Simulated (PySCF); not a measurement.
## How methods differ on the excitation energy of Ta⁺

Ta⁺ [Xe] 4f14 5d3 6s1 (5F) → Ta⁺ [Xe] 4f14 5d4 (5D), as a difference of total energies. All numbers are calculated (PySCF 2.14, a scalar-relativistic core potential, in aug-cc-pVTZ-PP with ECP60MDF). Correlated levels: valence: 5s2 5p6 frozen. The calculations carry no spin-orbit coupling.

```json
{"method": "UHF", "excitation energy (eV)": "1.599"}
{"method": "LDA", "excitation energy (eV)": "1.422"}
{"method": "PBE", "excitation energy (eV)": "1.419"}
{"method": "PBE0", "excitation energy (eV)": "1.368"}
{"method": "r2SCAN", "excitation energy (eV)": "1.723"}
{"method": "TPSS", "excitation energy (eV)": "1.505"}
{"method": "TPSSh", "excitation energy (eV)": "1.472"}
{"method": "LC-wPBE", "excitation energy (eV)": "1.276"}
{"method": "HSE06", "excitation energy (eV)": "1.393"}
{"method": "MP2 (valence)", "excitation energy (eV)": "1.455"}
{"method": "SCS-MP2 (valence)", "excitation energy (eV)": "1.551"}
```

Task: How much does correlation contribute at MP2 (valence)?

Result: 1.455 − (1.599) = -0.144 eV, measured against UHF.
